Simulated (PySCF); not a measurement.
1,1,1-trifluoroethane, SMILES CC(F)(F)F, CAM-B3LYP/def2-SVP optimised geometry.

```
8

C     -0.81     0.11     0.00
C      0.69     0.11     0.00
F      1.18     0.73     1.08
F      1.18     0.73    -1.08
F      1.18    -1.14     0.00
H     -1.18    -0.41     0.90
H     -1.18    -0.41    -0.90
H     -1.18     1.14     0.00
```

Density from CAM-B3LYP/def2-TZVP (PySCF) at that geometry.

Minimum of the electron density along straight lines between bonded atoms, close to the bond critical point (lines longer than 1.1 times the sum of covalent radii, or with two minima, are not listed):

```tsv
bond	length / Å	ρ at the minimum / e bohr⁻³	∇²ρ there / e bohr⁻⁵	position (fraction from the first atom)
C1–C2	1.499	0.276	?	0.46
C2–F3	1.338	0.287	-0.50	0.34
C2–F4	1.338	0.287	-0.50	0.34
C2–F5	1.338	0.287	-0.50	0.34
C1–H6	1.097	0.276	-0.95	0.65
C1–H7	1.097	0.276	-0.95	0.65
C1–H8	1.097	0.276	-0.95	0.65
```

### Question
Some entries are withheld; supply them.

### Answer

- C1–C2, ∇²ρ there / e bohr⁻⁵: -0.78
